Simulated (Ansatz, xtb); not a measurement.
**CHBrO: 3 structures ranked**

3 gas-phase structures of CHBrO, found in a search over its isomers (lower ones may exist). Each was relaxed with GFN2-xTB; where two conformers were screened, the lower at r2SCAN-D4/def2-SVP is listed:

A. `O[C]Br`, a triplet
B. `O[C]Br`, a singlet
C. `O=CBr`, a singlet

Problem. Estimate their order in r2SCAN-D4/def2-SVP energy at these geometries, lowest first.

Solution. Calculated order at r2SCAN-D4/def2-SVP: C (0.0), B (52.0), A (77.9) kcal/mol.

Energies above the lowest of each column, in kcal/mol; the last columns are at PBE0-D3(BJ)/def2-SVP geometries and were run for some of them only (a dash: not run or not comparable):

```json
{"structure": "C", "GFN2-xTB": "0.0", "HF/STO-3G": "0.0", "r2SCAN-D4/def2-SVP": "0.0", "PBE0-D3(BJ)/def2-SVP": "0.0", "CCSD(T)/def2-TZVPP": "0.0"}
{"structure": "B", "GFN2-xTB": "44.7", "HF/STO-3G": "40.1", "r2SCAN-D4/def2-SVP": "52.0", "PBE0-D3(BJ)/def2-SVP": "50.7", "CCSD(T)/def2-TZVPP": "46.8"}
{"structure": "A", "GFN2-xTB": "–", "HF/STO-3G": "47.6", "r2SCAN-D4/def2-SVP": "77.9", "PBE0-D3(BJ)/def2-SVP": "–", "CCSD(T)/def2-TZVPP": "–"}
```

Every level run on C puts it lowest or level with the lowest. Some further structures that were screened fall inside this span and aren't listed. Flexible structures stand in one conformer each, not always the lowest. Frequencies (PBE0-D3(BJ)/def2-SVP) were run for B, C alone. GFN2-xTB has no spin polarisation and isn't compared across spin states. Open shells are spin-unrestricted.

Programs: Ansatz 0.2.0, xtb 6.7.1.
